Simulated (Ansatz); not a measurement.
The same path of GaH8NSi (11 atoms, charge 0, multiplicity 1) was run twice with different band settings. Lost on the way: Ga1–H2, N5–H11. Made: H2–H11.

These are results of RKS B3LYP/def2-SVP in Ansatz 0.2.0, not measurements.

Relaxed end points:

```xyz
11
Properties=species:S:1:pos:R:3
Ga 0.104 -0.227 -0.068
H -0.240 1.053 0.800
H 1.636 -0.544 -0.338
H -0.955 -0.722 -1.137
N -0.263 -1.766 1.481
H -0.881 -2.451 1.039
Si 1.249 -2.499 2.132
H 1.889 -3.234 1.016
H 2.087 -1.388 2.645
H 0.921 -3.442 3.242
H -0.820 -1.290 2.195
```

```xyz
11
Properties=species:S:1:pos:R:3
Ga 0.435 -0.815 -0.465
H -1.551 0.894 2.376
H 1.803 -0.056 -0.483
H -0.790 -0.588 -1.413
N 0.232 -2.129 0.817
H -0.669 -2.607 0.796
Si 1.367 -2.724 2.005
H 1.739 -4.156 1.774
H 2.597 -1.888 1.914
H 0.820 -2.638 3.395
H -1.256 0.197 2.293
```

Common settings: spring 5.0 eV/Å²; optimiser quadratic models (default); start path through a guess of the saddle point; force threshold 0.03 eV/Å; iteration limit 60; end points relaxed.

| run | movable images | climbing image |
| --- | --- | --- |
| 1 | 7 | yes |
| 2 | 8 | no |

**Question.** What does each run give, and how far can it be trusted?

**Answer.** Run 1: converged after 23 iterations, highest image 1.432 eV above the first end. A vibrational analysis at the climbing image gives one clearly imaginary mode, 1320i cm⁻¹: a first-order saddle point.
Run 2: converged after 32 iterations, highest image 1.058 eV above the first end. No image climbed, so the highest image needn't sit at the top of the path.
The orbitals stay closed-shell, which can raise the energy where a bond breaks towards radicals; this wasn't checked here.
